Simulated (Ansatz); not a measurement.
Stepwise reaction of `[F][Hf]([F])([Br])[Br]` with hydrogen fluoride, as a gas-phase model of exchange steps in deposition or etching. ΔE in kJ/mol; ΔG adds harmonic PBE0-D4 terms to CCSD(T)/CBS, at 1 bar.

Isolated molecules relaxed with PBE0-D4/def2-TZVP in Ansatz; ΔE leaves out vibrations. CBS: MP2 limit from def2 TZ/QZ plus the TZ coupled-cluster correction, frozen cores. This one scheme is used for every species. Functionals use def2-TZVPP. B3LYP here is the variant with VWN-RPA as its local correlation; programs differ in this. Elements past krypton have def2 core potentials. For Br, Hf outer-core shells are correlated without core-valence functions, which leaves a few kJ/mol of doubt a bond. Scalar relativity is left out up to krypton.

```tsv
step	reaction	PBE-D4	B3LYP-D4	ωB97M-V	CCSD(T)/CBS	ΔG(600 K)
1	`[F][Hf]([F])([Br])[Br]` + H–F → `[F][Hf]([F])([F])[Br]` + HBr	-23.8	-25.1	-24.1	-12.1	-18.1
```

Problem. Give the row of step 2, `[F][Hf]([F])([F])[Br]` + H–F → `[F][Hf]([F])([F])[F]` + HBr. (Best estimate.)

Solution. The calculation gave: 
```tsv
step	reaction	PBE-D4	B3LYP-D4	ωB97M-V	CCSD(T)/CBS	ΔG(600 K)
2	`[F][Hf]([F])([F])[Br]` + H–F → `[F][Hf]([F])([F])[F]` + HBr	-23.1	-24.8	-22.1	-12.4	-13.4
```

Problem. By hand: ΔE of the 2 steps together at CCSD(T)/CBS.

Solution. (-12.1) + (-12.4) = -24.5 kJ/mol, or -12.2 kJ/mol a step.

In ΔE the steps differ by no more than 0.3 kJ/mol. All are downhill at CCSD(T)/CBS. ΔG lies between -18.1 and -13.4 kJ/mol a step. PBE-D4 differs from CCSD(T)/CBS by -11.7 to -10.7 kJ/mol a step. Isolated molecules leave out the surface, adducts and barriers. Largest T1 diagnostic: 0.016.
